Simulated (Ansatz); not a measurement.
Abridged output of a molecular run in Ansatz:

```
Functional definition: HF
  name "HF"
  cite "Fock, Z. Phys. 61, 126 (1930) doi:10.1007/BF01340294"
  parent pbe
  exchange = exact_x
  correlation = 0
1791 factors; integrals over basis functions are off by at most 9.7e-4 eV
mean field evaluation 1: about -27195.5791 eV, gradient 3.7e1 eV
mean field evaluation 2: about -27195.9663 eV, gradient 3.7e1 eV
mean field evaluation 4: about -27200.3748 eV, gradient 4.6e0 eV
mean field evaluation 8: about -27200.4867 eV, gradient 2.3e-1 eV
mean field evaluation 16: about -27200.4871 eV, gradient 1.1e-6 eV
mean field -27200.48709211 eV, -999.5994634827 hartree, gradient 1.1e-6 eV, S^2 0.000000; 0 other end points of the search recorded, 0 dependent functions left out
17 core orbitals not correlated: weight in the atoms' cores, before any rotation towards them, 1.000 or more for the frozen orbitals, at most 0.000 for the correlated occupied ones
reference -27200.48709211 eV, -999.5994634827 hartree; 15, 15 occupied and 282, 282 virtual orbitals, 1791 factors
second order -20.39711924 eV of doubles, -0.00000000 eV of singles
cycle   1  -21.60883599 eV  change    -1.2e0 eV  update   1.1e-1
cycle   2  -22.25431786 eV  change   -6.5e-1 eV  update   3.4e-2
cycle   3  -22.34875375 eV  change   -9.4e-2 eV  update   1.5e-2
cycle   4  -22.34117096 eV  change    7.6e-3 eV  update   4.2e-3
cycle   5  -22.34009020 eV  change    1.1e-3 eV  update   1.8e-3
cycle   6  -22.33959602 eV  change    4.9e-4 eV  update   5.6e-4
cycle   7  -22.33943205 eV  change    1.6e-4 eV  update   2.1e-4
cycle   8  -22.33950178 eV  change   -7.0e-5 eV  update   8.1e-5
cycle   9  -22.33951024 eV  change   -8.5e-6 eV  update   2.6e-5
perturbative correction -0.99535384 eV, -0.0365785790 hartree
Total energy: -27223.82195619 eV, -1000.4570039206 hartree
```

Its atoms:

Cartesian coordinates in Å:
```
Si -1.533 -1.230 1.179
Si 0.204 -0.011 0.244
P 2.118 0.126 1.415
C 0.188 0.257 -1.598
C -0.259 1.474 -0.779
H -2.712 -1.113 0.277
H -1.175 -2.667 1.317
H -1.895 -0.708 2.524
H 2.788 0.817 0.369
H 2.603 -1.145 1.003
H 1.139 0.343 -2.114
H -0.573 -0.233 -2.196
H -1.303 1.760 -0.860
H 0.410 2.329 -0.781
```

Question: Which basis set was used?
A. def2-SVP
B. cc-pV(Q+d)Z
C. def2-TZVPPD
D. def2-TZVPP

Answer: D. It gives 314 functions.

Question: Write the keys of the input that set method, charge and spin (a neutral closed shell needs none for the last two).

Answer: 
```yaml
correlation: {method: ccsd_t}
```
